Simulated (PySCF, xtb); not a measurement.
H₆Si₃, SMILES [SiH3][Si][SiH3] (connectivity only; charge and spin as stated), neutral, multiplicity 1.

Harmonic wavenumbers (cm⁻¹) from GFN2-xTB run with xtb at its own minimum, in rising order: 68, 77, 102, 325, 352, 376, 383, 454, 506, 772, 802, 816, 835, 870, 876, 2134, 2143, 2150, 2154, 2165, 2166.

Question: What does PySCF with B3LYP-D3(BJ)/def2-SVP give at its own minimum? (An estimate is asked for; the answer gives what the named calculation found.)

Answer: 101, 113, 150, 293, 333, 417, 418, 490, 563, 845, 874, 909, 920, 952, 955, 2154, 2155, 2187, 2191, 2205, 2208. Paired by order, the mean absolute difference is 48 cm⁻¹ and the zero-point energies are 29.3 and 30.6 kcal/mol.
